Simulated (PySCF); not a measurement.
## HNbO₂: one-bond stretch

These are results of PBE0/[Nb def2-TZVP with ECP28, O def2-TZVP, H def2-TZVP], scalar-relativistic core potentials, density fitting, no spin–orbit coupling, PySCF, not measurements.

Rigid scan from the singlet minimum (Nb–H 1.791 Å, Nb–O 1.701 Å (×2); H–Nb–O 105.4° (×2), O–Nb–O 106.0°). Coordinate: the bond from Nb to the last atom (H) scaled, the rest fixed. Energies in kJ/mol from the minimum.

Q: Predict the curve at 0.92, 0.96, 1.00, 1.05, 1.12, 1.20, 1.35, 1.55, 1.80, 2.20.

A: 
```csv
scale of one bond,E (kJ/mol),dipole size (D)
0.92,13.9,5.88
0.96,3.2,5.85
1.00,0.0,5.82
1.05,4.0,5.79
1.12,20.2,5.76
1.20,47.8,5.73
1.35,110.8,5.73
1.55,195.4,–
1.80,284.4,–
2.20,381.6,–
```

At long bonds a restricted determinant can lie too high, and another spin state can fall below this curve.

Other isomers or separated fragments may lie lower.

The scan took 12 s on 2 threads of a shared Arm Neoverse V2 host; the process peaked at 1.2 GiB. Launch command: `OMP_NUM_THREADS=2 python axn.py task.json out`.
